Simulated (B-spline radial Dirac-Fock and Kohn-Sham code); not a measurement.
**X-ray form factors of mercury in several charge states**

The computed values come from a radial finite-basis atomic code: configuration-average Dirac-Fock orbitals.

Configurations: Hg⁴¹⁺ [Kr] 4d3; Hg⁴³⁺ [Kr] 4d1; Hg⁴⁶⁺ [Ar] 3d10 4s2 4p4. The first column is f₀ of Hg⁴¹⁺, the others are differences from it.

```
s (Å⁻¹)   Hg⁴¹⁺  Δ Hg⁴³⁺  Δ Hg⁴⁶⁺
      0  39.000   -2.000   -5.000
   0.05  38.956   -1.993   -4.984
    0.1  38.825   -1.974   -4.937
   0.15  38.607   -1.942   -4.859
    0.2  38.306   -1.897   -4.752
   0.25  37.926   -1.842   -4.617
    0.3  37.470   -1.775   -4.457
   0.35  36.943   -1.700   -4.273
    0.4  36.352   -1.616   -4.069
   0.45  35.703   -1.525   -3.848
    0.5  35.003   -1.428   -3.613
    0.6  33.476   -1.224   -3.113
    0.7  31.830   -1.014   -2.595
    0.8  30.123   -0.808   -2.085
    0.9  28.405   -0.616   -1.603
      1  26.722   -0.443   -1.168
    1.1  25.109   -0.296   -0.790
    1.2  23.593   -0.175   -0.478
    1.4  20.906   -0.015   -0.052
    1.6  18.691   +0.053   +0.140
```
